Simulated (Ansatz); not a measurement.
Steps of a relaxation of `[SiH3]O[Si]S` with RKS PBE0-D4/def2-TZVP.

```sh
$ ansatz run in.yaml --threads 2 --pin off --events-out ev --progress --plain --max-ram 22528MiB --backend cpu
```

```yaml
crystal:
  periodic: [false, false, false]
  atoms:
    - {symbol: Si, position_ang: [-0.071099, 1.395379, -0.392931]}
    - {symbol: O, position_ang: [0.119024, -0.197594, 0.133004]}
    - {symbol: Si, position_ang: [1.041195, -1.134018, 1.200188]}
    - {symbol: S, position_ang: [0.147404, -3.093369, 0.802831]}
    - {symbol: H, position_ang: [-1.183837, 1.419153, -1.398895]}
    - {symbol: H, position_ang: [-0.423310, 2.287632, 0.765350]}
    - {symbol: H, position_ang: [1.196112, 1.883726, -1.039563]}
    - {symbol: H, position_ang: [-0.733489, -2.618009, -0.125784]}
basis:
  gaussian: {orbitals: def2-TZVP}
hamiltonian: {xc: pbe0, dispersion: d4}
relax: {f_tol: 0.005, max_steps: 150}
```

Positions (Å) and forces (eV/Å) along the path, 17 of 35 steps:

```xyz
8
step=1 energy=-28694.0243 eV
Si   -0.071    1.395   -0.393    0.093   -0.691    0.225
O     0.119   -0.198    0.133    0.467    0.441    0.341
Si    1.041   -1.134    1.200   -0.801    0.291   -0.809
S     0.147   -3.093    0.803   -0.154    0.557   -0.270
H    -1.184    1.419   -1.399    0.241   -0.046    0.233
H    -0.423    2.288    0.765    0.097   -0.232   -0.243
H     1.196    1.884   -1.040   -0.275   -0.141    0.174
H    -0.733   -2.618   -0.126    0.331   -0.179    0.350
8
step=6 energy=-28694.0976 eV
Si   -0.069    1.377   -0.388    0.002   -0.002    0.002
O     0.120   -0.178    0.129    0.008    0.015    0.004
Si    1.011   -1.097    1.168   -0.006   -0.016    0.000
S     0.153   -3.043    0.796   -0.004    0.010   -0.006
H    -1.170    1.402   -1.379    0.000   -0.007    0.002
H    -0.409    2.252    0.763    0.000   -0.001   -0.006
H     1.188    1.852   -1.020   -0.006    0.000    0.000
H    -0.731   -2.621   -0.126    0.005    0.001    0.004
8
step=8 energy=-28694.0985 eV
Si   -0.067    1.372   -0.384    0.001   -0.007    0.005
O     0.155   -0.163    0.170    0.000    0.010   -0.008
Si    1.006   -1.115    1.210   -0.003   -0.006    0.000
S     0.134   -3.042    0.770   -0.003    0.009   -0.002
H    -1.182    1.354   -1.360    0.000   -0.001    0.003
H    -0.405    2.272    0.747    0.001    0.001   -0.002
H     1.172    1.850   -1.048   -0.001   -0.001    0.001
H    -0.723   -2.586   -0.161    0.006   -0.004    0.003
8
step=9 energy=-28694.0985 eV
Si   -0.066    1.372   -0.383   -0.003   -0.003    0.000
O     0.159   -0.160    0.175    0.004   -0.003   -0.002
Si    1.005   -1.117    1.215   -0.004    0.002    0.000
S     0.131   -3.042    0.769   -0.002    0.004   -0.003
H    -1.184    1.348   -1.356    0.001    0.002    0.001
H    -0.403    2.276    0.745    0.002    0.000    0.001
H     1.170    1.849   -1.052   -0.001    0.000    0.000
H    -0.720   -2.584   -0.168    0.004   -0.001    0.003
8
step=10 energy=-28694.0985 eV
Si   -0.066    1.371   -0.383   -0.001    0.005   -0.001
O     0.161   -0.160    0.177    0.003   -0.005   -0.003
Si    1.002   -1.117    1.220   -0.003    0.004    0.002
S     0.129   -3.041    0.767   -0.001   -0.001   -0.002
H    -1.186    1.346   -1.354    0.000    0.000    0.002
H    -0.400    2.278    0.744    0.000    0.000    0.002
H     1.169    1.848   -1.055    0.000   -0.001   -0.002
H    -0.717   -2.582   -0.172    0.002   -0.001    0.002
8
step=12 energy=-28694.0946 eV rejected
Si   -0.063    1.358   -0.379   -0.023    0.169   -0.040
O     0.190   -0.140    0.239    0.157   -0.222    0.202
Si    0.872   -1.113    1.390   -0.195    0.095   -0.257
S     0.103   -3.029    0.735   -0.107    0.113   -0.197
H    -1.263    1.304   -1.256    0.068    0.016    0.057
H    -0.289    2.331    0.727    0.006   -0.041   -0.071
H     1.122    1.779   -1.177   -0.070   -0.036    0.045
H    -0.580   -2.547   -0.334    0.164   -0.094    0.261
8
step=13 energy=-28694.0985 eV rejected
Si   -0.064    1.371   -0.384    0.024   -0.004   -0.019
O     0.174   -0.161    0.170   -0.029    0.020   -0.007
Si    0.975   -1.111    1.248    0.017   -0.030    0.010
S     0.131   -3.042    0.762   -0.006    0.014    0.013
H    -1.196    1.344   -1.341   -0.004    0.001   -0.001
H    -0.385    2.276    0.747   -0.001    0.003    0.012
H     1.163    1.846   -1.072   -0.011    0.001    0.001
H    -0.705   -2.580   -0.185    0.012   -0.005   -0.011
8
step=18 energy=-28694.1001 eV
Si   -0.063    1.371   -0.385    0.000    0.006   -0.003
O     0.172   -0.160    0.173    0.002   -0.009    0.003
Si    0.901   -1.099    1.313   -0.010    0.003   -0.001
S     0.120   -3.040    0.772   -0.009    0.016   -0.017
H    -1.232    1.356   -1.296    0.001    0.002    0.005
H    -0.324    2.292    0.750    0.005   -0.002   -0.002
H     1.144    1.819   -1.125   -0.005   -0.004    0.001
H    -0.626   -2.596   -0.256    0.016   -0.011    0.014
8
step=20 energy=-28694.1017 eV
Si   -0.061    1.370   -0.387   -0.026    0.033    0.044
O     0.153   -0.162    0.179    0.055   -0.012    0.050
Si    0.763   -1.072    1.413   -0.090    0.019   -0.111
S     0.118   -3.035    0.779   -0.097    0.072   -0.215
H    -1.289    1.388   -1.221    0.034    0.003    0.021
H    -0.214    2.319    0.750    0.008   -0.032   -0.044
H     1.113    1.764   -1.207   -0.017   -0.020    0.002
H    -0.491   -2.628   -0.362    0.133   -0.062    0.254
8
step=22 energy=-28694.1074 eV
Si   -0.061    1.375   -0.390    0.004   -0.041   -0.001
O     0.124   -0.176    0.138    0.012    0.014    0.039
Si    0.642   -1.043    1.443   -0.028    0.002   -0.036
S     0.138   -3.041    0.794    0.010    0.012    0.015
H    -1.317    1.448   -1.174   -0.003    0.007    0.000
H    -0.136    2.306    0.764    0.007    0.003    0.005
H     1.094    1.734   -1.249   -0.005    0.003   -0.007
H    -0.392   -2.660   -0.381    0.002    0.000   -0.015
8
step=23 energy=-28694.1085 eV
Si   -0.062    1.378   -0.392   -0.017   -0.029   -0.013
O     0.082   -0.185    0.123    0.058    0.017    0.152
Si    0.523   -1.018    1.484   -0.096   -0.046   -0.205
S     0.148   -3.040    0.807   -0.001    0.091   -0.052
H    -1.349    1.505   -1.122    0.043    0.007    0.025
H    -0.047    2.309    0.770    0.007   -0.034   -0.039
H     1.071    1.689   -1.300   -0.033    0.002    0.017
H    -0.274   -2.695   -0.427    0.039   -0.009    0.115
8
step=26 energy=-28694.1125 eV
Si   -0.062    1.378   -0.391   -0.002    0.018    0.002
O     0.070   -0.173    0.152    0.003   -0.003   -0.006
Si    0.434   -1.026    1.515   -0.007    0.001    0.004
S     0.158   -3.042    0.794   -0.005   -0.005   -0.023
H    -1.365    1.522   -1.084    0.008   -0.005    0.006
H     0.008    2.328    0.751    0.002   -0.003   -0.007
H     1.047    1.651   -1.337   -0.009   -0.008    0.001
H    -0.198   -2.693   -0.456    0.010    0.005    0.023
8
step=27 energy=-28694.1123 eV rejected
Si   -0.062    1.375   -0.388    0.016    0.029   -0.016
O     0.041   -0.171    0.174    0.021   -0.013    0.091
Si    0.302   -1.026    1.563   -0.026   -0.047   -0.154
S     0.171   -3.041    0.779   -0.026    0.089   -0.101
H    -1.391    1.552   -1.027    0.032    0.008    0.018
H     0.094    2.344    0.733   -0.006   -0.040   -0.054
H     1.014    1.585   -1.392   -0.048    0.000    0.049
H    -0.077   -2.676   -0.498    0.037   -0.026    0.168
8
step=29 energy=-28694.1131 eV
Si   -0.062    1.376   -0.390    0.006   -0.003    0.004
O     0.069   -0.174    0.159    0.000    0.009   -0.001
Si    0.403   -1.029    1.528   -0.005   -0.009   -0.004
S     0.158   -3.043    0.787    0.004    0.000    0.021
H    -1.371    1.523   -1.069   -0.003   -0.001   -0.002
H     0.026    2.332    0.743    0.002    0.003    0.005
H     1.039    1.636   -1.350   -0.004   -0.005   -0.005
H    -0.170   -2.679   -0.464    0.000    0.005   -0.018
8
step=31 energy=-28694.1137 eV
Si   -0.061    1.375   -0.389    0.002    0.006    0.002
O     0.056   -0.170    0.173    0.003   -0.008    0.022
Si    0.323   -1.032    1.554   -0.004   -0.002   -0.038
S     0.164   -3.043    0.780   -0.013    0.026   -0.031
H    -1.386    1.541   -1.035    0.005    0.001    0.002
H     0.077    2.343    0.731    0.002   -0.007   -0.009
H     1.017    1.601   -1.383   -0.010   -0.003    0.009
H    -0.099   -2.672   -0.488    0.016   -0.012    0.042
8
step=33 energy=-28694.1140 eV
Si   -0.061    1.376   -0.389   -0.001   -0.002    0.000
O     0.047   -0.171    0.171    0.001   -0.001    0.007
Si    0.284   -1.030    1.558   -0.003   -0.002   -0.011
S     0.160   -3.042    0.783    0.002    0.003    0.000
H    -1.393    1.557   -1.015    0.001    0.001    0.000
H     0.104    2.341    0.729    0.001    0.000    0.000
H     1.004    1.588   -1.398   -0.001    0.001    0.000
H    -0.053   -2.676   -0.494    0.000    0.000    0.005
8
step=35 energy=-28694.1140 eV
Si   -0.062    1.376   -0.389    0.000    0.001    0.001
O     0.043   -0.171    0.169   -0.001    0.001   -0.003
Si    0.271   -1.030    1.558    0.001    0.000    0.002
S     0.164   -3.042    0.784    0.001   -0.003    0.003
H    -1.395    1.564   -1.010    0.000   -0.001    0.000
H     0.113    2.339    0.728    0.000    0.000    0.001
H     1.001    1.585   -1.402    0.001   -0.001   -0.001
H    -0.043   -2.677   -0.494   -0.001    0.001   -0.003
```

Run time 110 s (2 threads of an AMD EPYC 7R13 on a shared host); peak host memory 0.47 GiB.
